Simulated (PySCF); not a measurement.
## Ca²⁺: ionisation energy

Ca²⁺ [Ar] (1S) → Ca³⁺ [Ne] 3s2 3p5 (2P), as a difference of total energies. Computed with PySCF 2.14 in cc-pVDZ-X2C (5s4p2d, 27 functions), with the spin-free X2C one-electron Hamiltonian (Gaussian nucleus). Correlated levels: valence: [Ne] 3s2 frozen. The calculations carry no spin-orbit coupling.

Task: Order these methods by the ionisation energy they give, lowest first.
A. SCS-MP2 (valence)
B. MP2 (valence)
C. UHF
D. LDA

Result: C (50.605 eV), A (51.225 eV), B (51.277 eV), D (52.043 eV).

The reference lies between the lowest fine-structure levels, while these numbers refer to the centres of the terms.

Errors of the correlated levels include the incompleteness of this basis and the frozen core.

For comparison: 50.913 eV (measured; NIST Atomic Spectra Database, ionization energies).
